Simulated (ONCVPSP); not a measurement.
Which change was made? (Br, ONCV)

```json
{
  "Element": "Br (Z = 35)",
  "Generator": "ONCVPSP 4.0.1",
  "Type": "optimised norm-conserving Vanderbilt (ONCV)",
  "Functional": "PW91",
  "Relativity": "scalar-relativistic",
  "Frozen core": "[Ne]",
  "Valence charge": "25",
  "Reference configuration": "3s2 3p6 3d10 4s2 4p3 (charge +2)",
  "Partial waves": "3s+4s: rc 0.90 bohr, ncon 4, nbas 8, qcut 10.3 1/bohr, 2 projectors; 3p+4p: rc 1.00 bohr, ncon 3, nbas 7, qcut 13.3 1/bohr, 3 projectors, debl 3 Ha; 3d: rc 1.00 bohr, ncon 4, nbas 9, qcut 18 1/bohr, 2 projectors, debl 2.6 Ha",
  "Local potential": "polynomial inside 0.80 bohr (lpopt 2, dvloc0 2 Ha)",
  "Core correction": "Teter function, fcfact 2.75, rcfact 1.65"
}
```

In the d channel the program set the typed energies aside and used -3.341, 0.250 Ha.

Cutoffs, loose and tight: the cutoffs (Ha) at which the residual kinetic energy of the hardest occupied pseudo-wave falls to 1 and 0.1 mHa per electron. They do not see the model core or the augmentation charge, which bear on the density cutoff. Test errors are all-electron minus pseudo excitation energies from the reference, over the configurations 3s2 3p6 3d10 4s2 4p5; 3s2 3p6 3d10 4s2 4p4; 3s2 3p6 3d10 4s2 4p2; 3s2 3p6 3d10 4s2 4p4.5; variants that change the core or the reference have their own tests.

The base gives: outcome: generated, projector energies reset by the program; cutoff, loose: 121 Ha; cutoff, tight: 192 Ha; bound ghosts: none; GHOST(+) flags above zero: none; largest test error (meV): +6.0.

Task: After one change the result is: outcome: generated, projector energies reset by the program; cutoff, loose: 99 Ha; cutoff, tight: 192 Ha; bound ghosts: none; GHOST(+) flags above zero: none; largest test error (meV): +6.0. Which change was it?
A. d: qcut 12.3
B. d: qcut 10.9
C. d: qcut 15
D. d: qcut 24.4
E. d: qcut 26.8

Result: C. The others give: d: qcut 12.3 → outcome: generated, projector energies reset by the program; cutoff, loose: 202 Ha; cutoff, tight: 319 Ha; bound ghosts: none; GHOST(+) flags above zero: none; largest test error (meV): -6.1 | d: qcut 24.4 → outcome: generated, projector energies reset by the program; cutoff, loose: 184 Ha; cutoff, tight: 210 Ha; bound ghosts: none; GHOST(+) flags above zero: none; largest test error (meV): +6.1 | d: qcut 26.8 → outcome: generated, projector energies reset by the program; cutoff, loose: 252 Ha; cutoff, tight: 276 Ha; bound ghosts: none; GHOST(+) flags above zero: none; largest test error (meV): +6.4 | d: qcut 10.9 → outcome: generated, projector energies reset by the program; cutoff, loose: 306 Ha; cutoff, tight: 395 Ha; bound ghosts: none; GHOST(+) flags above zero: none; largest test error (meV): -6.3.
